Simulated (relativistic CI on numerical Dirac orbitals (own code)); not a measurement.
**d4 in a ligand field**

Computed with a parametric ligand-field model of a d^n configuration (Racah B and C, spin-orbit zeta, crystal field), exact diagonalisation.

Field parameters in Wybourne normalisation: Oh B⁴₀ = 21Dq, B⁴₄ = √(5/14) B⁴₀; Td as Oh with Dq negative (B⁴₀ = 21Dq, B⁴₄ = √(5/14) B⁴₀). The field is a parameter set, without covalency.

Task: Lowest levels for B = 440, C = 1830, ζ = 1950 cm⁻¹, Oh, 10Dq = 27400 cm⁻¹?

Result: A1 0 (S 1.00), T1 1823 (S 1.02), T2 3427 (S 0.94), E 3493 (S 0.97), T2 8955 (S 0.20), E 9376 (S 0.16), A1 16707 (S 0.17), A2 19042 (S 1.98), T2 19081 (S 1.98) cm⁻¹, with S from ⟨S²⟩ = S(S + 1). The ground level has 0.06 electrons in the cubic e pair.

Task: Lowest levels for B = 600, C = 2550, ζ = 300 cm⁻¹, Td, 10Dq = -9750 cm⁻¹?

Result: A1 0 (S 1.99), T1 28 (S 1.99), T2 50 (S 2.00), E 267 (S 2.00), T1 280 (S 2.00), T2 431 (S 2.00), A1 2042 (S 0.11), T1 4898 (S 1.01), A1 4932 (S 0.97) cm⁻¹, with S from ⟨S²⟩ = S(S + 1). The ground level has 2.01 electrons in the cubic e pair.

Task: Lowest levels for B = 490, C = 2490, ζ = 3450 cm⁻¹, Oh, 10Dq = 21200 cm⁻¹?

Result: A1 0 (S 1.12), T1 4113 (S 1.19), E 6940 (S 1.10), T2 7025 (S 0.97), T2 13790 (S 1.46), E 13975 (S 1.39), A2 14127 (S 1.96), T1 15023 (S 1.81), A1 15150 (S 1.82) cm⁻¹, with S from ⟨S²⟩ = S(S + 1). The ground level has 0.25 electrons in the cubic e pair; its S is far from a half-integer, so spin-orbit coupling mixes spin states.

Task: Lowest levels for B = 480, C = 2030, ζ = 110 cm⁻¹, Oh, 10Dq = 15100 cm⁻¹?

Result: A1 0 (S 1.00), T1 57 (S 1.00), E 161 (S 1.00), T2 162 (S 1.00), A2 2880 (S 2.00), T2 2882 (S 2.00), E 2884 (S 2.00), T1 2886 (S 2.00), A1 2887 (S 2.00) cm⁻¹, with S from ⟨S²⟩ = S(S + 1). The ground level has 0.03 electrons in the cubic e pair.

Task: Lowest levels for B = 510, C = 1880, ζ = 520 cm⁻¹, Oh, 10Dq = 20350 cm⁻¹?

Result: A1 0 (S 1.01), T1 331 (S 1.01), E+T2 827 (S 1.00), T2 6386 (S 0.02), E 7109 (S 0.02), A2 9084 (S 2.00), T2 9094 (S 2.00), E 9104 (S 2.00), T1 9113 (S 1.99) cm⁻¹, with S from ⟨S²⟩ = S(S + 1). The ground level has 0.03 electrons in the cubic e pair.
